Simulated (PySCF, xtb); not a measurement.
C₃H₅ClGe, SMILES [CH](=C=CCl)[GeH3].

Harmonic wavenumbers (cm⁻¹) from GFN2-xTB in xtb at its own minimum, in rising order: 66, 71, 154, 190, 360, 442, 500, 510, 617, 654, 723, 761, 811, 844, 856, 1087, 1134, 1306, 1994, 2041, 2066, 2106, 2989, 3075.

### Question
What does r2SCAN-D4/def2-SVP in PySCF give at its own minimum? (Estimate from the structure and the level; the computed values follow.)

### Answer
71, 83, 170, 213, 402, 484, 555, 559, 691, 700, 769, 828, 838, 885, 891, 1085, 1188, 1327, 2040, 2149, 2153, 2183, 3118, 3198. Paired by order, the mean absolute difference is 51 cm⁻¹ and the zero-point energies are 36.2 and 38.0 kcal/mol.
